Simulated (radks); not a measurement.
Results of a calculation; reference values are marked as such.
Q: The mean radii <r> (bohr) of the occupied orbitals of an atom or ion are listed with their occupations. Code: a radial shooting solver on a logarithmic mesh with Libxc functionals. Model: Dirac Kohn-Sham, OLYP, spin-unpolarised, spherical densities, finite nucleus; Fermi nuclear charge, rms radius of each element as measured or else 0.836 A^(1/3) + 0.57 fm.

orbital  occ.      <r>
1s1/2       2  0.05031
2s1/2       2   0.2259
2p1/2       2   0.1959
2p3/2       4   0.1993
3s1/2       2   0.6713
3p1/2       2   0.6894
3p3/2       4   0.6989
3d3/2       4   0.7679
3d5/2       4   0.7718

Name the element and its charge. Open shells, if any, fill j = l - 1/2 first.

A: Z = 30, zinc, charge +4: Zn4+ in [Ar] 3d8. The 1s radius gives Z: for a bare nucleus <r> = (2 gamma + 1)/(2Z) with gamma = sqrt(1 - (Z/c)^2), 0.04919 bohr for Z = 30, and screening makes it slightly larger (0.05031 here). The occupations add up to 26, and the charge is Z minus that.
